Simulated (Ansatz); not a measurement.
`O[SiH2][SiH2][SeH]` + `CNC` → `CNC[SeH]` + `O[SiH2][SiH3]`  (formal exchange of groups at the Se–Si bond)

Calculated with Ansatz (gas phase, PBE0-D4/def2-TZVP geometries, no zero-point term in ΔE). CBS: MP2 limit from def2 TZ/QZ plus the TZ coupled-cluster correction, frozen cores. DFT in def2-TZVPP. B3LYP here is the variant with VWN-RPA as its local correlation; programs differ in this. For Se outer-core shells are correlated without core-valence functions, which leaves a few kJ/mol of doubt a bond. Scalar relativity is left out up to krypton. Each species was taken in one conformer, which may not be the lowest.

`O[SiH2][SiH2][SeH]`:

Z-matrix (Å, degrees):
```
Si
Si 1 2.344
O 1 1.649 2 106.7
H 1 1.492 2 108.1 3 -120.7
H 1 1.484 2 114.0 3 118.5
Se 2 2.303 1 103.9 3 39.4
H 2 1.487 1 115.7 3 161.3
H 2 1.486 1 113.2 3 -71.6
H 3 0.963 1 114.6 2 -31.9
H 6 1.470 2 93.2 1 62.1
```

`CNC`:

Z-matrix (Å, degrees):
```
C
N 1 1.445
H 1 1.094 2 109.4
H 1 1.092 2 110.0 3 117.9
H 1 1.104 2 114.0 3 -120.2
C 2 1.445 1 112.8 3 65.3
H 2 1.011 1 109.8 3 -171.9
H 6 1.104 2 114.0 1 54.9
H 6 1.094 2 109.4 1 -65.3
H 6 1.092 2 110.0 1 176.8
```

`CNC[SeH]`:

Z-matrix (Å, degrees):
```
C
N 1 1.447
H 1 1.091 2 109.4
H 1 1.102 2 114.0 3 -121.5
H 1 1.093 2 109.5 3 117.8
C 2 1.434 1 113.1 3 177.8
H 2 1.012 1 111.2 3 53.6
Se 6 1.963 2 108.3 1 174.5
H 6 1.099 2 115.3 1 -65.3
H 6 1.091 2 109.0 1 56.7
H 8 1.468 6 95.2 2 140.6
```

`O[SiH2][SiH3]`:

Z-matrix (Å, degrees):
```
Si
Si 1 2.347
O 1 1.654 2 112.4
H 1 1.484 2 110.6 3 117.6
H 1 1.493 2 108.5 3 -123.5
H 2 1.489 1 110.0 3 177.8
H 2 1.491 1 110.1 3 58.6
H 2 1.488 1 111.4 3 -61.5
H 3 0.958 1 117.6 2 -58.8
```

| level | ΔE (kJ/mol) |
| --- | --- |
| r2SCAN-D4 | 114.0 |
| PBE0-D4 | 114.9 |
| B3LYP-D4 | 109.8 |
| ωB97X-V | 108.6 |
| B3LYP | 105.8 |
| CCSD/def2-TZVPP | 105.6 |
| MP2/def2-QZVPP | 113.1 |
| HF/CBS(def2) | 107.5 |

What does CCSD(T)/CBS give? (An estimate is asked.)

The calculation gave: +112.0 kJ/mol. The listed levels differ from it by 2.0, 2.9, -2.2, -3.4, -6.2, -6.4, 1.1, -4.5 kJ/mol.

Largest T1 diagnostic among the species: 0.012.

From PBE to PBE0 (25 % exact exchange), in def2-TZVPP and without D4, ΔE moves by +3.4 kJ/mol. The D4 term adds +4.0 kJ/mol with B3LYP and +2.1 kJ/mol with PBE0; it sums over pairs of atoms, weighted by their polarisabilities, and B3LYP, whose exchange is more repulsive, gets the larger term.
